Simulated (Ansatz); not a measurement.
Geometry optimisation, RHF/def2-SVP (Ansatz).

Input:

```yaml
crystal:
  periodic: [false, false, false]
  atoms:
    - { symbol: Zr, position_ang: [0.0, 0.0, 0.0] }
    - { symbol: O, position_ang: [0.0, 0.0, 2.42] }
    - { symbol: H, position_ang: [-0.9095, -0.2814, 2.7571] }
    - { symbol: "N", position_ang: [2.084, 0.0, -0.7359] }
    - { symbol: H, position_ang: [2.5823, -0.918, -0.9166] }
    - { symbol: H, position_ang: [2.5853, 0.918, -0.9082] }
    - { symbol: O, position_ang: [-0.975, 1.6891, -0.6893] }
    - { symbol: H, position_ang: [-1.9328, 1.4584, -0.9117] }
    - { symbol: "N", position_ang: [-1.0409, -1.8034, -0.7359] }
    - { symbol: H, position_ang: [-1.5759, -2.4197, -0.0595] }
    - { symbol: H, position_ang: [-1.0055, -2.0526, -1.7656] }
    - { symbol: Si, position_ang: [1.0828, -2.5404, 0.9176] }
    - { symbol: H, position_ang: [0.1652, -3.6186, 0.5611] }
    - { symbol: H, position_ang: [2.3776, -2.7752, 0.2852] }
    - { symbol: H, position_ang: [1.2497, -2.5038, 2.3676] }
    - { symbol: H, position_ang: [0.5363, -1.2583, 2.1872] }
basis:
  gaussian: { orbitals: def2-SVP }
hamiltonian:
  xc: hf
relax:
  f_tol: 0.15
  max_steps: 25
  restrain:
    - { distance: [0, 11], at: 3.81, k: 30.0 }
    - { distance: [15, 1], at: 2.21, k: 30.0 }
    - { distance: [0, 1], at: 2.07, k: 30.0 }
    - { distance: [15, 11], at: 1.46, k: 30.0 }
output:
  orbitals: {}
```

Launched with:

```bash
$ ansatz run input.yaml --threads 4 --pin off --max-ram 5120MiB --backend cpu --events-out ev --progress --plain --runs-dir out
```

Where does it end, and by what steps?

The forces met the threshold. The restraints hold the end off the free minimum; the threshold counts their pulls, which the force column leaves out. Restrained pairs: Zr1–Si12 (2.91 → 3.82 Å), O2–H16 (1.39 → 2.23 Å), Zr1–O2 (2.42 → 2.02 Å), Si12–H16 (1.89 → 1.47 Å). After 12 steps the energy has fallen by 6.464 eV (the restraints' own energy left out); H15 moved furthest, 1.34 Å.

```
step  energy less start (eV)  largest force component (eV/Å)  accepted
   0                  0.0000                           3.156       yes
   1                 -0.0550                           4.341       yes
   2                 -0.9392                           5.335       yes
   3                 -2.8520                           4.761       yes
   4                 -4.2983                           3.367       yes
   5                 -5.2121                           2.060       yes
   6                 -5.7622                           1.551       yes
   7                 -6.0767                           1.455       yes
   8                 -6.2170                           1.249       yes
   9                 -6.3280                           1.533       yes
  10                 -6.3992                           1.488       yes
  11                 -6.4438                           1.505       yes
  12                 -6.4638                           1.547       yes
```

```xyz
16
Properties=species:S:1:pos:R:3
Zr -0.229 0.105 -0.050
O -0.582 0.064 1.935
H -0.521 0.205 2.860
N 1.737 0.255 -0.640
H 2.482 -0.406 -0.511
H 2.105 1.046 -1.141
O -1.077 1.640 -0.864
H -1.629 2.289 -1.259
N -0.984 -1.660 -0.807
H -1.691 -2.222 -0.364
H -0.807 -2.046 -1.719
Si 1.272 -3.065 1.459
H 0.213 -4.066 1.200
H 2.160 -2.960 0.277
H 2.089 -3.523 2.612
H 0.685 -1.760 1.785
```

Time of the run: 26 s on 4 threads of Arm Neoverse V2 (shared host), peak memory 0.45 GiB.
